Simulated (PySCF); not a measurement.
# BeN: energy against distance

Set-up: Be pcseg-2, N pcseg-2; no relativity (PySCF 2.14). Energies in eV from Be + N in their ground configurations at the same level. All curves are PBE0. state 1: ⁴Σ⁻ (quartet), unpaired electrons σ ↑, π ↑↑; state 2: Ms = 0.5 determinant of mixed spin (⟨S²⟩ near 1.8), unpaired electrons σ ↓, π ↑↑, a second solution, started from another occupation; state 3: Ms = 0.5 determinant of mixed spin (⟨S²⟩ near 1.2), unpaired electrons π ↑, a second solution, started from another occupation; state 4: Ms = 0.5 determinant of mixed spin (⟨S²⟩ near 1.8), unpaired electrons σ ↑, π ↑↓, a mixture of terms (⟨Lz²⟩ = 2.0), a second solution, started from another occupation.

```csv
R (Å),state 1,state 2,state 3,state 4
1.380,-1.374,-1.225,-1.371,-0.805
1.444,-1.749,-1.610,-1.554,-1.182
1.509,-1.957,-1.824,-1.595,-1.390
1.557,-2.030,-1.901,-1.560,-1.462
1.605,-2.049,-1.921,-1.481,-1.479
1.653,-2.026,-1.898,-1.370,-1.453
1.717,-1.948,-1.815,-1.187,-1.367
1.798,-1.796,-1.653,-0.921,-1.203
1.894,-1.570,-1.406,-0.574,-0.956
2.022,-1.246,-1.031,-0.103,-0.591
```

Question: Put a parabola through the three lowest points of the state 1 curve and estimate Re, k and ωe (reduced mass 5.483 u; 1 eV/Å² = 0.16022 mdyn/Å; ωe = 1302.8·√(k/μ) cm⁻¹).

Answer: Through R = 1.557, 1.605, 1.653 Å the second-order coefficient is 9.11 eV/Å², so Re ≈ 1.603 Å, k ≈ 2.92 mdyn/Å and ωe ≈ 951 cm⁻¹. A polynomial fit of higher order to the unrounded PBE0 energies gives Re = 1.601 Å, k = 2.95 mdyn/Å, ωe = 955 cm⁻¹; anharmonicity and rounding make the difference.

The higher-order fit for each curve: state 1: Re = 1.601 Å, ωe = 955 cm⁻¹, De = 2.05 eV; state 2: Re = 1.602 Å, ωe = 974 cm⁻¹, minimum 1.92 eV below the ground-state fragments; state 3: Re = 1.500 Å, ωe = 1117 cm⁻¹, minimum 1.60 eV below the ground-state fragments; state 4: Re = 1.598 Å, ωe = 977 cm⁻¹, minimum 1.48 eV below the ground-state fragments.

⟨S²⟩ of the unrestricted solution departs from its pure value on part of the curve, where spin states mix. The state is the lowest determinant that a PBE0 search found; another state may lie lower at other levels.
